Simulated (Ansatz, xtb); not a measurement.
# Relative energy of two structures of B2GeH8Si

Structure I: a singlet given by its coordinates. Structure II: `[BH2][GeH]([BH2])[SiH3]`, a singlet. Both are isolated molecules in the gas phase, relaxed with r2SCAN-D4/def2-SVP; the shapes shown needn't be the lowest conformers.

I (Å):

```xyz
12

B     1.0579    1.1799    2.2768
B    -0.0663   -1.0669   -0.0568
Ge   -0.0780    1.0250    0.1738
Si    0.0062   -0.4133    2.0886
H     0.6535    1.9417    3.1226
H     2.1881    1.2347    1.8622
H    -1.4288   -0.5811    2.4570
H     0.3363   -1.6759    1.1081
H     1.0855    1.6916   -0.5439
H    -1.4148    1.7551    0.0657
H    -1.1138   -1.6199   -0.2876
H     0.9445   -1.3821   -0.6428
```

Close contacts (Å): B1–Ge3 2.40, B1–Si4 1.92, B2–Ge3 2.10, B2–Si4 2.24, Ge3–Si4 2.40, B1–H5 1.21, B1–H6 1.21, B2–H8 1.37, B2–H11 1.21, B2–H12 1.21, Ge3–H9 1.52, Ge3–H10 1.53, Si4–H7 1.49, Si4–H8 1.63.

II (Å):

```
atom    x (Å)    y (Å)    z (Å)
   B   1.9003  -0.3690   1.2055
   B   0.2470   0.7679  -1.6278
  Ge   0.4927   0.8414   0.3855
  Si  -1.4470  -0.4638   0.9992
   H   2.0844  -1.4574   0.7165
   H   2.5168  -0.0500   2.1922
   H   0.3115   2.2207   1.0453
   H   0.3871  -0.2915  -2.1897
   H  -0.0797   1.7386  -2.2651
   H  -2.6935   0.2045   0.5166
   H  -1.5280  -0.6038   2.4849
   H  -1.3480  -1.8206   0.3839
```

Question: Which of the two would you expect CCSD(T)/def2-SVP + ΔMP2/def2-TZVPP electronic energies to favour?

Answer: Not settled: CCSD(T)/def2-SVP + ΔMP2/def2-TZVPP gives E(II) − E(I) = +2.8 kcal/mol, but this leans on the basis-set step: CCSD(T) alone gives +0.5 kcal/mol.

How the difference moves with the method:

```csv
level,geometry,E(II) − E(I) (kcal/mol),departure from the last row (kcal/mol),"job, with rough time for the two"
r2SCAN-D4/def2-SVP,r2SCAN-D4/def2-SVP,+8.2,+5.4,"optimisation, 4.2 min"
HF/def2-SVP,r2SCAN-D4/def2-SVP,−26.1,−28.9,part of the CCSD(T) run
MP2/def2-SVP,r2SCAN-D4/def2-SVP,+3.2,+0.4,part of the CCSD(T) run
CCSD(T)/def2-SVP,r2SCAN-D4/def2-SVP,+0.5,−2.3,single point
CCSD(T)/def2-SVP + ΔMP2/def2-TZVPP,r2SCAN-D4/def2-SVP,+2.8,,"single point, 90 s"
```

HF/def2-SVP puts the two in the other order. CCSD(T)/def2-SVP finds them nearly level. The largest departure from CCSD(T)/def2-SVP + ΔMP2/def2-TZVPP is that of HF/def2-SVP, 28.9 kcal/mol. Levels run at GFN2-xTB geometries aren't shown. The last row adds to CCSD(T) the change of the MP2 difference between the two basis sets, here +2.3 kcal/mol.

With thermal terms from frequencies at re-optimised GFN2-xTB minima (ideal gas, soft modes damped towards free rotors, one conformer each, 298.15 K, 1 atm): on the last row, ΔE + ΔZPE = +3.0, ΔH = +3.4, ΔG = +2.3 kcal/mol.

The correlated steps freeze 16 core orbitals; the filled d shell of Ge is correlated, in a basis made for valence electrons. Programs: Ansatz 0.2.0, xtb 6.7.1; the last row on 2 threads of AMD EPYC (Zen 3) on a shared host.
